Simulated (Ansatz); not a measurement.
## Molecular dynamics of CH2FSSi, charge -1

The input (input.yaml):

```yaml
crystal:
  periodic: [false, false, false]
  atoms:
    - { symbol: F, position_ang: [-0.392718, -1.804226, 1.084853] }
    - { symbol: Si, position_ang: [0.068728, -1.280474, -0.445242] }
    - { symbol: C, position_ang: [0.337931, 0.573554, -0.082622] }
    - { symbol: S, position_ang: [-1.350791, 0.429553, -0.82363] }
    - { symbol: H, position_ang: [1.020878, 1.171154, -0.686589] }
    - { symbol: H, position_ang: [0.315973, 0.910439, 0.95323] }
total_charge: -1
basis:
  gaussian: { orbitals: def2-SVP }
hamiltonian:
  xc: hf
md:
  timestep: 1.0
  n_steps: 250
  ensemble: nvt_nose_hoover
  temperature: 100.0
  initial_velocities: maxwell_boltzmann
  seed: 416931
  nose_hoover: { tau: 300.0, chain_length: 3 }
```

Launched with:

```bash
$ ansatz run input.yaml --threads 1 --pin off --max-ram 2048MiB --backend cpu --events-out ev --progress --plain --runs-dir out
```

It starts from a relaxed structure.

Output, in part (one step line in 5, the closing report, with atoms numbered from 0):

```
md step     0: t =     0.00 fs  T =   100.0 K  F+E_penalty+E_count = -22440.26917625 eV  E_kin = 0.051704 eV  conserved = -22440.21747225 eV  (33 SCF iters)
md step     5: t =     5.00 fs  T =    74.3 K  F+E_penalty+E_count = -22440.25576174 eV  E_kin = 0.038421 eV  conserved = -22440.21734168 eV  (28 SCF iters)
md step    10: t =    10.00 fs  T =    55.2 K  F+E_penalty+E_count = -22440.24585278 eV  E_kin = 0.028527 eV  conserved = -22440.21733288 eV  (29 SCF iters)
md step    15: t =    15.00 fs  T =    53.4 K  F+E_penalty+E_count = -22440.24495402 eV  E_kin = 0.027601 eV  conserved = -22440.21737172 eV  (27 SCF iters)
md step    20: t =    20.00 fs  T =    51.3 K  F+E_penalty+E_count = -22440.24381149 eV  E_kin = 0.026529 eV  conserved = -22440.21732039 eV  (28 SCF iters)
md step    25: t =    25.00 fs  T =    48.4 K  F+E_penalty+E_count = -22440.24228853 eV  E_kin = 0.025050 eV  conserved = -22440.21730062 eV  (28 SCF iters)
md step    30: t =    30.00 fs  T =    54.5 K  F+E_penalty+E_count = -22440.24534048 eV  E_kin = 0.028187 eV  conserved = -22440.21724868 eV  (28 SCF iters)
md step    35: t =    35.00 fs  T =    41.3 K  F+E_penalty+E_count = -22440.23845230 eV  E_kin = 0.021357 eV  conserved = -22440.21723198 eV  (28 SCF iters)
md step    40: t =    40.00 fs  T =    23.6 K  F+E_penalty+E_count = -22440.22906874 eV  E_kin = 0.012191 eV  conserved = -22440.21704058 eV  (27 SCF iters)
md step    45: t =    45.00 fs  T =    42.6 K  F+E_penalty+E_count = -22440.23896055 eV  E_kin = 0.022019 eV  conserved = -22440.21714266 eV  (28 SCF iters)
md step    50: t =    50.00 fs  T =    49.7 K  F+E_penalty+E_count = -22440.24242394 eV  E_kin = 0.025710 eV  conserved = -22440.21698175 eV  (29 SCF iters)
md step    55: t =    55.00 fs  T =    53.8 K  F+E_penalty+E_count = -22440.24445982 eV  E_kin = 0.027840 eV  conserved = -22440.21697300 eV  (28 SCF iters)
md step    60: t =    60.00 fs  T =    55.3 K  F+E_penalty+E_count = -22440.24498454 eV  E_kin = 0.028573 eV  conserved = -22440.21686150 eV  (27 SCF iters)
md step    65: t =    65.00 fs  T =    53.5 K  F+E_penalty+E_count = -22440.24399313 eV  E_kin = 0.027674 eV  conserved = -22440.21687960 eV  (28 SCF iters)
md step    70: t =    70.00 fs  T =    37.7 K  F+E_penalty+E_count = -22440.23555781 eV  E_kin = 0.019511 eV  conserved = -22440.21670329 eV  (28 SCF iters)
md step    75: t =    75.00 fs  T =    60.4 K  F+E_penalty+E_count = -22440.24720391 eV  E_kin = 0.031223 eV  conserved = -22440.21674789 eV  (28 SCF iters)
md step    80: t =    80.00 fs  T =    78.3 K  F+E_penalty+E_count = -22440.25625794 eV  E_kin = 0.040478 eV  conserved = -22440.21672497 eV  (26 SCF iters)
md step    85: t =    85.00 fs  T =    67.2 K  F+E_penalty+E_count = -22440.25024586 eV  E_kin = 0.034741 eV  conserved = -22440.21664098 eV  (27 SCF iters)
md step    90: t =    90.00 fs  T =    44.5 K  F+E_penalty+E_count = -22440.23830240 eV  E_kin = 0.022993 eV  conserved = -22440.21659953 eV  (27 SCF iters)
md step    95: t =    95.00 fs  T =    33.2 K  F+E_penalty+E_count = -22440.23233166 eV  E_kin = 0.017175 eV  conserved = -22440.21656329 eV  (27 SCF iters)
md step   100: t =   100.00 fs  T =    24.3 K  F+E_penalty+E_count = -22440.22761901 eV  E_kin = 0.012560 eV  conserved = -22440.21656917 eV  (28 SCF iters)
md step   105: t =   105.00 fs  T =    27.9 K  F+E_penalty+E_count = -22440.22933035 eV  E_kin = 0.014423 eV  conserved = -22440.21651229 eV  (27 SCF iters)
md step   110: t =   110.00 fs  T =    42.9 K  F+E_penalty+E_count = -22440.23708202 eV  E_kin = 0.022193 eV  conserved = -22440.21663798 eV  (28 SCF iters)
md step   115: t =   115.00 fs  T =    32.2 K  F+E_penalty+E_count = -22440.23131667 eV  E_kin = 0.016667 eV  conserved = -22440.21655410 eV  (28 SCF iters)
md step   120: t =   120.00 fs  T =    28.4 K  F+E_penalty+E_count = -22440.22929274 eV  E_kin = 0.014707 eV  conserved = -22440.21661875 eV  (28 SCF iters)
md step   125: t =   125.00 fs  T =    36.9 K  F+E_penalty+E_count = -22440.23352570 eV  E_kin = 0.019063 eV  conserved = -22440.21663969 eV  (28 SCF iters)
md step   130: t =   130.00 fs  T =    51.5 K  F+E_penalty+E_count = -22440.24095501 eV  E_kin = 0.026615 eV  conserved = -22440.21671333 eV  (28 SCF iters)
md step   135: t =   135.00 fs  T =    62.0 K  F+E_penalty+E_count = -22440.24619322 eV  E_kin = 0.032060 eV  conserved = -22440.21675807 eV  (29 SCF iters)
md step   140: t =   140.00 fs  T =    74.3 K  F+E_penalty+E_count = -22440.25231035 eV  E_kin = 0.038396 eV  conserved = -22440.21684019 eV  (28 SCF iters)
md step   145: t =   145.00 fs  T =    67.6 K  F+E_penalty+E_count = -22440.24865060 eV  E_kin = 0.034960 eV  conserved = -22440.21694195 eV  (28 SCF iters)
md step   150: t =   150.00 fs  T =    49.0 K  F+E_penalty+E_count = -22440.23873591 eV  E_kin = 0.025350 eV  conserved = -22440.21689108 eV  (28 SCF iters)
md step   155: t =   155.00 fs  T =    56.1 K  F+E_penalty+E_count = -22440.24235219 eV  E_kin = 0.029025 eV  conserved = -22440.21706386 eV  (28 SCF iters)
md step   160: t =   160.00 fs  T =    68.9 K  F+E_penalty+E_count = -22440.24867371 eV  E_kin = 0.035628 eV  conserved = -22440.21706702 eV  (28 SCF iters)
md step   165: t =   165.00 fs  T =    77.2 K  F+E_penalty+E_count = -22440.25280421 eV  E_kin = 0.039917 eV  conserved = -22440.21725762 eV  (29 SCF iters)
md step   170: t =   170.00 fs  T =    58.9 K  F+E_penalty+E_count = -22440.24291121 eV  E_kin = 0.030430 eV  conserved = -22440.21716952 eV  (28 SCF iters)
md step   175: t =   175.00 fs  T =    46.3 K  F+E_penalty+E_count = -22440.23631911 eV  E_kin = 0.023934 eV  conserved = -22440.21731460 eV  (28 SCF iters)
md step   180: t =   180.00 fs  T =    31.7 K  F+E_penalty+E_count = -22440.22849836 eV  E_kin = 0.016373 eV  conserved = -22440.21722217 eV  (29 SCF iters)
md step   185: t =   185.00 fs  T =    44.5 K  F+E_penalty+E_count = -22440.23512094 eV  E_kin = 0.023017 eV  conserved = -22440.21736424 eV  (28 SCF iters)
md step   190: t =   190.00 fs  T =    53.9 K  F+E_penalty+E_count = -22440.23966567 eV  E_kin = 0.027862 eV  conserved = -22440.21731124 eV  (28 SCF iters)
md step   195: t =   195.00 fs  T =    65.4 K  F+E_penalty+E_count = -22440.24539942 eV  E_kin = 0.033827 eV  conserved = -22440.21739020 eV  (29 SCF iters)
md step   200: t =   200.00 fs  T =    55.9 K  F+E_penalty+E_count = -22440.24006585 eV  E_kin = 0.028898 eV  conserved = -22440.21732543 eV  (28 SCF iters)
md step   205: t =   205.00 fs  T =    55.9 K  F+E_penalty+E_count = -22440.23973304 eV  E_kin = 0.028885 eV  conserved = -22440.21728964 eV  (28 SCF iters)
md step   210: t =   210.00 fs  T =    71.4 K  F+E_penalty+E_count = -22440.24744002 eV  E_kin = 0.036924 eV  conserved = -22440.21733424 eV  (28 SCF iters)
md step   215: t =   215.00 fs  T =    84.2 K  F+E_penalty+E_count = -22440.25349616 eV  E_kin = 0.043528 eV  conserved = -22440.21725083 eV  (29 SCF iters)
md step   220: t =   220.00 fs  T =    93.7 K  F+E_penalty+E_count = -22440.25785612 eV  E_kin = 0.048425 eV  conserved = -22440.21729449 eV  (29 SCF iters)
md step   225: t =   225.00 fs  T =    85.0 K  F+E_penalty+E_count = -22440.25266410 eV  E_kin = 0.043962 eV  conserved = -22440.21714246 eV  (28 SCF iters)
md step   230: t =   230.00 fs  T =    68.4 K  F+E_penalty+E_count = -22440.24360631 eV  E_kin = 0.035377 eV  conserved = -22440.21719485 eV  (29 SCF iters)
md step   235: t =   235.00 fs  T =    42.3 K  F+E_penalty+E_count = -22440.22952690 eV  E_kin = 0.021887 eV  conserved = -22440.21695238 eV  (28 SCF iters)
md step   240: t =   240.00 fs  T =    62.5 K  F+E_penalty+E_count = -22440.23976825 eV  E_kin = 0.032340 eV  conserved = -22440.21709488 eV  (28 SCF iters)
md step   245: t =   245.00 fs  T =    69.6 K  F+E_penalty+E_count = -22440.24272236 eV  E_kin = 0.035960 eV  conserved = -22440.21692787 eV  (28 SCF iters)
md step   250: t =   250.00 fs  T =    59.4 K  F+E_penalty+E_count = -22440.23694986 eV  E_kin = 0.030711 eV  conserved = -22440.21691054 eV  (34 SCF iters)
Total energy: -22440.23694986 eV, -824.6634973685 hartree
Atom 0 at    -0.443936    -1.781036     1.062097 Å, force     0.215242    -0.087925     0.034953 eV/Å
Atom 1 at     0.093947    -1.279416    -0.451594 Å, force    -0.157905     0.237896     0.139714 eV/Å
Atom 2 at     0.352268     0.598173    -0.102745 Å, force    -0.115119    -0.719248    -0.264102 eV/Å
Atom 3 at    -1.350287     0.404619    -0.793697 Å, force    -0.002283     0.182770    -0.048572 eV/Å
Atom 4 at     0.994488     1.166609    -0.756015 Å, force     0.289121     0.253598    -0.247750 eV/Å
Atom 5 at     0.418205     0.948116     0.916261 Å, force    -0.229057     0.132909     0.385757 eV/Å
Dipole moment:     0.190314     0.221575     0.125504 e Å
```

The run went to its last step. The conserved energy stayed within 0.17 meV per atom of its start (net change 0.094 meV per atom), so the integration is sound. The mean temperature of the second half is 42 % below the set value. A run of 0.25 ps of so small a system gives no equilibrium averages. Limits of this set-up: an anion without diffuse functions, the dipole of an ion depends on the origin.

The same pairs are bonded in the first frame and the last. Pairs count as bonded within 1.25 times the sum of covalent radii (0.12 Å more for H–H).

Last frame:

```xyz
6
Properties=species:S:1:pos:R:3
F -0.444 -1.781 1.062
Si 0.094 -1.279 -0.452
C 0.352 0.598 -0.103
S -1.350 0.405 -0.794
H 0.995 1.167 -0.756
H 0.418 0.948 0.916
```

The run took 15 min on 1 CPU thread of a shared host.
